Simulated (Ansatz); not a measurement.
Harmonic frequencies (cm⁻¹) at PBE0-D4/def2-TZVP from Ansatz: 76, 329, 455, 459, 632, 784, 877, 917, 1006, 1284, 1383, 1410, 1459, 1475, 3054, 3116, 3159, 3864.

Each molecule was computed in one conformer, which needn't be the lowest.

Question: Which molecule is it?
A. `COBF`
B. `OBCF`
C. `BOCF`
D. `CB(O)F`

Answer: D.
